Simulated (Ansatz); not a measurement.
Geometry optimisation, RKS PBE0/def2-SVP in Ansatz 0.2.0.

Input:

```yaml
crystal:
  periodic: [false, false, false]
  atoms:
    - { symbol: B, position_ang: [-0.052734, -0.296316, -0.095081] }
    - { symbol: H, position_ang: [0.063357, -0.443743, 1.090928] }
    - { symbol: O, position_ang: [0.962675, -0.461138, -0.955263] }
    - { symbol: H, position_ang: [1.798715, -0.655827, -0.522231] }
    - { symbol: F, position_ang: [-1.250004, -0.020048, -0.580726] }
    - { symbol: Cl, position_ang: [0.260207, 2.511911, 1.086094] }
    - { symbol: H, position_ang: [-0.045115, 1.336561, 1.631079] }
basis:
  gaussian: { orbitals: def2-SVP }
hamiltonian:
  xc: pbe0
relax:
  f_tol: 0.03
  max_steps: 50
```

Run as:

```bash
$ ansatz run input.yaml --threads 1 --pin off --max-ram 2048MiB --backend cpu --events-out ev --progress --plain --runs-dir out
```

Task: Where does it end, and by what steps?

Result: It converged. After 28 steps the energy has fallen by 0.184 eV; H7 moved furthest, 1.07 Å.

```
step  energy less start (eV)  largest force component (eV/Å)  accepted
   0                  0.0000                           1.134       yes
   1                 -0.0580                           0.663       yes
   2                 -0.0130                           1.236        no
   3                 -0.0727                           0.221       yes
   4                 -0.0786                           0.118       yes
   5                 -0.0851                           0.064       yes
   6                 -0.0896                           0.066       yes
   7                 -0.0623                           0.896        no
   8                 -0.0942                           0.051       yes
   9                 -0.0958                           0.248       yes
  10                 -0.1032                           0.149       yes
  11                 -0.0946                           0.904        no
  12                 -0.1087                           0.105       yes
  13                 -0.1145                           0.271       yes
  14                 -0.1100                           0.784        no
  15                 -0.1218                           0.136       yes
  16                 -0.1291                           0.129       yes
  17                 -0.1399                           0.333       yes
  18                 -0.1476                           0.810       yes
  19                 -0.1564                           0.846       yes
  20                 -0.1799                           0.259       yes
  21                 -0.1677                           0.491        no
  22                 -0.1831                           0.061       yes
  23                 -0.1834                           0.042       yes
  24                 -0.1832                           0.073        no
  25                 -0.1837                           0.041       yes
  26                 -0.1837                           0.038       yes
  27                 -0.1838                           0.031       yes
  28                 -0.1838                           0.007       yes
```

```xyz
7
Properties=species:S:1:pos:R:3
B 0.089 -0.468 0.018
H 0.302 -1.160 0.984
O 0.913 -0.355 -1.031
H 1.722 -0.866 -0.935
F -1.049 0.228 -0.034
Cl 0.343 2.594 1.662
H -0.582 1.998 0.990
```

Whether the end is a true minimum wasn't checked by a vibrational analysis.

Time of the run: 67 s on 1 thread of Arm Neoverse V2 (shared host), peak memory 0.16 GiB.
